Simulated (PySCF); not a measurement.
## Se⁻ (selenium, charge -1) across methods

[Ar] 3d10 4s2 4p5, 2P determinant. All numbers are calculated (PySCF 2.14, no relativity, point nucleus, in dyall-av2z (16s12p8d, 92 functions)).

```tsv
method	E (hartree)	mean ε 4s β (eV)	mean ε 4p α (eV)	mean ε 4p β (eV)	Σ⟨r²⟩ (bohr²)	⟨S²⟩
PW91	-2401.750	-8.654	0.311	0.954	58.94	0.752
TPSS	-2401.523	-8.681	0.289	0.950	58.21	0.753
PBE	-2401.238	-8.591	0.341	0.990	59.07	0.752
UHF	-2399.88316	-14.035	-3.286	-2.151	57.48	0.760
r2SCAN0	-2401.571	-10.338	-0.877	-0.077	57.34	0.755
r2SCAN	-2401.578	-8.850	0.102	0.836	57.82	0.755
HSE06	-2401.295	-9.797	-0.297	0.423	58.04	0.753
PBE0	-2401.309	-10.148	-0.691	0.049	57.86	0.753
LDA	-2398.194	-8.861	0.239	0.869	59.09	0.752
```

The highest occupied level is positive at PW91, TPSS, PBE, r2SCAN, HSE06, PBE0, LDA: only the finite basis holds that electron, which in a density functional comes from self-interaction.
